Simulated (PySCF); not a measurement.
ClIn, triplet, geometry from GFN2-xTB (such geometries of metal compounds can be far from the true shape) (the spin is typed, not shown lowest) (all electrons, no relativity), with bond 2-1 at 2.0 times its length; PySCF with M062X/3-21G.

Input for PySCF:
```python
from pyscf import gto, scf, dft

mol = gto.M(
    atom='''
In   -0.00000000   -0.00000000   -0.63631162
Cl    0.00000000    0.00000000    4.30446098
''',
    basis='3-21g',
    spin=2,
    verbose=4,
)

mf = dft.UKS(mol)
mf.xc = 'm062x'
mf.conv_tol = 1e-4
mf.kernel()
```

Output, abridged:

```
PySCF version 2.14.0

[INPUT] verbose = 4
[INPUT] num. atoms = 2
[INPUT] num. electrons = 66
[INPUT] charge = 0
[INPUT] spin (= nelec alpha-beta = 2S) = 2
[INPUT] symmetry False subgroup None
[INPUT] Mole.unit = angstrom
[INPUT] Symbol           X                Y                Z      unit          X                Y                Z       unit  Magmom
[INPUT]  1 In     0.000000000000   0.000000000000  -0.636311620000 AA    0.000000000000   0.000000000000  -1.202454691678 Bohr   0.0
[INPUT]  2 Cl     0.000000000000   0.000000000000   4.304460980000 AA    0.000000000000   0.000000000000   8.134252366077 Bohr   0.0

nuclear repulsion = 89.2177504174873
number of shells = 20
number of NR pGTOs = 108
number of NR cGTOs = 44
basis = 3-21g
ecp = {}

******** <class 'pyscf.dft.uks.UKS'> ********
method = UKS
initial guess = minao
damping factor = 0
level_shift factor = 0
DIIS = <class 'pyscf.scf.diis.CDIIS'>
diis_start_cycle = 1
diis_space = 8
diis_damp = 0
SCF conv_tol = 0.0001
SCF conv_tol_grad = None
SCF max_cycles = 50
direct_scf = True
direct_scf_tol = 1e-13
number electrons alpha = 34  beta = 32
XC library pyscf.dft.libxc version 7.1.2
    S. Lehtola, C. Steigemann, M. J. T. Oliveira, and M. A. L. Marques,  SoftwareX 7, 1–5 (2018)
XC functionals = m062x
    Y. Zhao and D. G. Truhlar,  Theor. Chem. Acc. 120, 215 (2008)
    Y. Zhao and D. G. Truhlar,  Theor. Chem. Acc. 120, 215 (2008)
radial grids:
    Treutler-Ahlrichs [JCP 102, 346 (1995); DOI:10.1063/1.469408] (M4) radial grids

becke partition: Becke, JCP 88, 2547 (1988); DOI:10.1063/1.454033
pruning grids: <function nwchem_prune>
grids dens level: 3
symmetrized grids: False
atomic radii adjust function: <function treutler_atomic_radii_adjust>
small_rho_cutoff = 0
Set gradient conv threshold to 0.01
tot grids = 40760
init E= -6163.21055746838

cycle= 1 E= -6175.17279694541  delta_E=  -12  |g|= 0.301  |ddm|=  1.2

cycle= 2 E= -6169.72587407244  delta_E= 5.45  |g|= 1.18  |ddm|= 2.97

cycle= 3 E= -6175.22945506653  delta_E= -5.5  |g|= 0.185  |ddm|=  2.9

cycle= 4 E= -6175.29873009525  delta_E= -0.0693  |g|= 0.311  |ddm|= 1.27
cycle= 5 E= -6175.36415091876  delta_E= -0.0654  |g|= 0.214  |ddm|= 0.327
cycle= 6 E= -6175.39221417032  delta_E= -0.0281  |g|= 0.149  |ddm|= 0.232
cycle= 7 E= -6175.40001786046  delta_E= -0.0078  |g|= 0.12  |ddm|= 0.0898

cycle= 8 E= -6175.41365306601  delta_E= -0.0136  |g|= 0.0252  |ddm|= 0.291

cycle= 9 E= -6175.41426562325  delta_E= -0.000613  |g|= 0.00318  |ddm|= 0.0802

cycle= 10 E= -6175.41428250668  delta_E= -1.69e-05  |g|= 0.000351  |ddm|= 0.012

Extra cycle  E= -6175.41428271471  delta_E= -2.08e-07  |g|= 0.000151  |ddm|= 0.00154
converged SCF energy = -6175.41428271471  <S^2> = 2.0009953  2S+1 = 3.0006634
```
